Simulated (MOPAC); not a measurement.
Input for MOPAC: PM6 on C2H4O (a complex).

```
PM6 1SCF PRECISE CHARGE=0 THREADS=1
C2H4O

C      0.06360890 1    -0.08363640 1     0.10786685 1
H      0.12023995 1    -0.17870432 1    -0.97559735 1
H      0.67750604 1    -0.85414509 1     0.57251028 1
H      0.42681772 1     0.89914889 1     0.40547274 1
H     -0.97064074 1    -0.19990559 1     0.42894481 1
C      0.24351064 1    -0.25760582 1     3.66534713 1
O     -0.48818422 1     0.59670194 1     3.67572911 1
```

The log:

```
*******************************************************************************
 **                                                                           **
 **                              MOPAC v23.2.5                                **
 **                                                                           **
 *******************************************************************************
 ** MOPAC's Digital Object Identifier: https://doi.org/10.5281/zenodo.6511958 **
 **                                                                           **
 ** Please cite the open-source release paper for use of this MOPAC version:  **
 ** J. E. Moussa and J. J. P. Stewart (2026)                                  **
 ** MOPAC: An open-source semiempirical molecular orbital program             **
 ** J. Open Source Softw., 11(119), 8025, https://doi.org/10.21105/joss.08025 **
 *******************************************************************************

                              PM6 CALCULATION RESULTS

 *******************************************************************************
 *  PM6        - The PM6 Hamiltonian to be used
 *
 *
 *
 *                 CHARGE ON SYSTEM = 0
 *
 *
 *
 *  PRECISE    - TIGHTER CRITERIA TO BE USED
 *  1SCF       - DO 1 SCF AND THEN STOP
 *  THREADS=1  - MULTI-THREADING NOT USED
 *  T=         - A TIME OF 172800.0 SECONDS REQUESTED
 *  DUMP=N     - RESTART FILE WRITTEN EVERY 7200.0 SECONDS REQUESTED
 *******************************************************************************
PM6 1SCF PRECISE CHARGE=0 THREADS=1
 C2H4O

   ATOM   CHEMICAL          X               Y               Z
  NUMBER   SYMBOL      (ANGSTROMS)     (ANGSTROMS)     (ANGSTROMS)

     1       C          0.06360890  *  -0.08363640  *   0.10786685  *
     2       H          0.12023995  *  -0.17870432  *  -0.97559735  *
     3       H          0.67750604  *  -0.85414509  *   0.57251028  *
     4       H          0.42681772  *   0.89914889  *   0.40547274  *
     5       H         -0.97064074  *  -0.19990559  *   0.42894481  *
     6       C          0.24351064  *  -0.25760582  *   3.66534713  *
     7       O         -0.48818422  *   0.59670194  *   3.67572911  *



          CARTESIAN COORDINATES

    NO.       ATOM           X           Y           Z

     1         C          0.0636     -0.0836      0.1079
     2         H          0.1202     -0.1787     -0.9756
     3         H          0.6775     -0.8541      0.5725
     4         H          0.4268      0.8991      0.4055
     5         H         -0.9706     -0.1999      0.4289
     6         C          0.2435     -0.2576      3.6653
     7         O         -0.4882      0.5967      3.6757

 General Reference for PM6:
 "Optimization of Parameters for Semiempirical Methods V: Modification of NDDO Approximations
 and Application to 70 Elements", J. J. P. Stewart, J. Mol. Mod., 13, 1173-1213 (2007)
 URL: https://link.springer.com/article/10.1007/s00894-007-0233-4

           Empirical Formula: C2 H4 O  =     7 atoms



      MOLECULAR POINT GROUP   :   Cs


      RHF CALCULATION, NO. OF DOUBLY OCCUPIED LEVELS = 9


 -------------------------------------------------------------------------------
 PM6 1SCF PRECISE CHARGE=0 THREADS=1
 C2H4O



     1SCF WAS SPECIFIED, SO BFGS WAS NOT USED
     SCF FIELD WAS ACHIEVED


                              PM6 CALCULATION
                                                       MOPAC v23.2.5 Linux




          FINAL HEAT OF FORMATION =        -25.95428 KCAL/MOL =    -108.59269 KJ/MOL


          COSMO AREA              =        101.61 SQUARE ANGSTROMS
          COSMO VOLUME            =         82.05 CUBIC ANGSTROMS

          IONIZATION POTENTIAL    =         11.924045 EV
          HOMO LUMO ENERGIES (EV) =        -11.924  1.276
          NO. OF FILLED LEVELS    =          9
          MOLECULAR WEIGHT        =         44.0530         POINT GROUP:  Cs

          MOLECULAR DIMENSIONS (Angstroms)

            Atom       Atom       Distance
            O     7    H     2     4.75461
            H     4    H     5     1.77788
            H     3    H     4     1.53201


          SCF CALCULATIONS        =          1





   ATOM   CHEMICAL          X               Y               Z
  NUMBER   SYMBOL      (ANGSTROMS)     (ANGSTROMS)     (ANGSTROMS)

     1       C          0.06360890  *  -0.08363640  *   0.10786685  *
     2       H          0.12023995  *  -0.17870432  *  -0.97559735  *
     3       H          0.67750604  *  -0.85414509  *   0.57251028  *
     4       H          0.42681772  *   0.89914889  *   0.40547274  *
     5       H         -0.97064074  *  -0.19990559  *   0.42894481  *
     6       C          0.24351064  *  -0.25760582  *   3.66534713  *
     7       O         -0.48818422  *   0.59670194  *   3.67572911  *

                             CARTESIAN COORDINATES

   1    C        0.063608900    -0.083636400     0.107866850
   2    H        0.120239950    -0.178704320    -0.975597350
   3    H        0.677506040    -0.854145090     0.572510280
   4    H        0.426817720     0.899148890     0.405472740
   5    H       -0.970640740    -0.199905590     0.428944810
   6    C        0.243510640    -0.257605820     3.665347130
   7    O       -0.488184220     0.596701940     3.675729110


           Empirical Formula: C2 H4 O  =     7 atoms



      MOLECULAR POINT GROUP   :   Cs


                  EIGENVALUES
 -34.29697 -25.20008 -20.08714 -15.91375 -15.91245 -13.75194 -13.74956 -13.73987
 -11.92405   1.27644   1.28387   5.29963   5.88702   5.89240   5.90379   7.11625


              NET ATOMIC CHARGES AND DIPOLE CONTRIBUTIONS

  ATOM NO.   TYPE          CHARGE      No. of ELECS.   s-Pop       p-Pop
    1          C          -0.659003        4.6590     1.07978     3.57922
    2          H           0.166844        0.8332     0.83316
    3          H           0.164545        0.8355     0.83545
    4          H           0.163845        0.8362     0.83615
    5          H           0.163914        0.8361     0.83609
    6          C           0.314471        3.6855     1.72428     1.96125
    7          O          -0.314617        6.3146     1.79989     4.51473
 DIPOLE           X         Y         Z       TOTAL
 POINT-CHG.     1.108    -1.294    -0.032     1.704
 HYBRID        -1.057     1.234     0.009     1.625
 SUM            0.051    -0.060    -0.023     0.082


          ATOMIC ORBITAL ELECTRON POPULATIONS

     Atom    s        px        py        pz
    1  C   1.07978   1.19150   1.19139   1.19634
    2  H   0.83316
    3  H   0.83545
    4  H   0.83615
    5  H   0.83609
    6  C   1.72428   0.70030   0.77984   0.48111
    7  O   1.79989   1.50102   1.49463   1.51908

 **********************
 *                    *
 * JOB ENDED NORMALLY *
 *                    *
 **********************




 == MOPAC DONE ==
```

The run finished.

Cost: around 0.03 core-seconds (rough).
